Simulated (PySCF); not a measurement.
# B⁺ (boron, charge +1): Hartree-Fock from Schrödinger to Dirac-Coulomb-Breit

Occupied: 1s1/2, 2s1/2. Hartree-Fock calculated with PySCF 2.14 in an even-tempered Gaussian basis (21 s from 0.015 bohr⁻², ratio 2.3; 13 p from 0.018 bohr⁻², ratio 2.3), Gaussian nucleus throughout. NR is non-relativistic, sf-X2C the spin-free one-electron X2C Hamiltonian, X2C adds the bare one-electron spin-orbit term, X2C-SNSO screens it by Boettger's factors, DC is four-component Dirac-Coulomb, and the Gaunt and Breit terms are added at first order (total energies over the DC spinors, levels after relaxing the spinors in that mean field). QED terms are absent. Levels marked empty are virtual spinors of this ion.

```tsv
level (eV)	NR	sf-X2C	X2C	X2C-SNSO
1s1/2	-222.75	-222.80	-222.80	-222.80
2s1/2	-23.778	-23.784	-23.784	-23.784
2p1/2 (empty)	-7.508	-7.506	-7.508	-7.507
2p3/2 (empty)	-7.508	-7.506	-7.504	-7.505
3s1/2 (empty)	-3.115	-3.116	-3.116	-3.116
```

Q: Where do the four-component calculations put these levels?

A: 1s1/2: DC -222.81, DC+Gaunt -222.78, DC+Breit -222.78; 2s1/2: DC -23.785, DC+Gaunt -23.783, DC+Breit -23.784; 2p1/2 (empty): DC -7.507, DC+Gaunt -7.506, DC+Breit -7.506; 2p3/2 (empty): DC -7.505, DC+Gaunt -7.504, DC+Breit -7.504; 3s1/2 (empty): DC -3.116, DC+Gaunt -3.116, DC+Breit -3.116 (eV).

```tsv
Hamiltonian	E (hartree)	E − E(DC) (hartree)	CPU seconds
NR	-24.2376	0.0076	0.31
sf-X2C	-24.2444	0.0007	0.18
X2C	-24.2444	0.0007	0.17
X2C-SNSO	-24.2444	0.0007	0.18
DC	-24.2452	0.0000	2
DC+Gaunt	-24.2437	0.0015	4.1
DC+Breit	-24.2437	0.0015	47
```

Weight of the small component: 1s1/2 0.000292, 2s1/2 3.10e-05, 2p1/2 1.82e-05, 2p3/2 1.82e-05, 3s1/2 3.30e-06.

Koopmans' value for the highest occupied level at DC+Breit: 23.784 eV, against an ionisation energy of 25.155 eV (measured; NIST Atomic Spectra Database, ionization energies); the former lacks relaxation, correlation, QED and recoil.

Measured binding energies of an electron added to this ion (NIST): 2p1/2 8.298 eV, 2p3/2 8.296 eV, 3s1/2 3.334 eV; the virtual levels lack core polarisation.

The whole ladder took 55 s of wall time on 1 thread of Neoverse-V2 (shared host), launched as `OMP_NUM_THREADS=1 python relrun2.py TASK.json OUT` (a driver that calls PySCF for each Hamiltonian).
